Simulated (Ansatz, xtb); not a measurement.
# Relative energy of two isomers of CH7FSeSi2

We compare I, `C[SiH2][Se][SiH2]F`, a singlet, with II, `F[SiH2][Se]C[SiH3]`, a singlet. Both are isolated molecules in the gas phase, relaxed with r2SCAN-D4/def2-SVP, each in the lowest conformer that the search found.

Quicker runs give these differences E(II) − E(I): GFN2-xTB +23.5 kcal/mol; HF/STO-3G +29.2 kcal/mol (at GFN2-xTB geometries); r2SCAN-D4/def2-SVP//GFN2-xTB +29.0 kcal/mol.

Task: Estimate E(II) − E(I) at the level CCSD(T)/def2-SVP + ΔMP2/def2-TZVPP.

Result: Calculated at CCSD(T)/def2-SVP + ΔMP2/def2-TZVPP: E(II) − E(I) = +28.3 kcal/mol, so structure I lies lower.

The same difference at several levels:

```
                             level            geometry  E(II) − E(I) (kcal/mol)  departure from the last row (kcal/mol)  job, with rough time for the two
                          GFN2-xTB            GFN2-xTB                     +23.5                                    −4.7              optimisation, 0.28 s
                         HF/STO-3G            GFN2-xTB                     +29.2                                    +0.9              single point, 0.44 s
      r2SCAN-D4/def2-SVP//GFN2-xTB            GFN2-xTB                     +29.0                                    +0.8               single point, 3.5 s
                r2SCAN-D4/def2-SVP  r2SCAN-D4/def2-SVP                     +29.9                                    +1.6                optimisation, 80 s
                       HF/def2-SVP  r2SCAN-D4/def2-SVP                     +30.4                                    +2.2           part of the CCSD(T) run
                      MP2/def2-SVP  r2SCAN-D4/def2-SVP                     +29.7                                    +1.5           part of the CCSD(T) run
                  CCSD(T)/def2-SVP  r2SCAN-D4/def2-SVP                     +28.4                                    +0.1                      single point
CCSD(T)/def2-SVP + ΔMP2/def2-TZVPP  r2SCAN-D4/def2-SVP                     +28.3                                                        single point, 41 s
```

As drawn, II has 1 C–Se, 1 Si–H in place of 1 Se–Si, 1 C–H.

The levels shown agree on the order. The largest departure from CCSD(T)/def2-SVP + ΔMP2/def2-TZVPP is that of GFN2-xTB, 4.7 kcal/mol. The last row adds to CCSD(T) the change of the MP2 difference between the two basis sets, here −0.1 kcal/mol.

With thermal terms from frequencies at re-optimised GFN2-xTB minima (ideal gas, soft modes damped towards free rotors, one conformer each, 298.15 K, 1 atm): the zero-point term adds −1.9 kcal/mol; ΔH is +26.1 and ΔG +26.5 kcal/mol.

The correlated steps freeze 21 core orbitals; the filled d shell of Se is correlated, in a basis made for valence electrons. Run with Ansatz 0.2.0, xtb 6.7.1; the last row on 4 threads of Arm Neoverse V1 on a shared host.
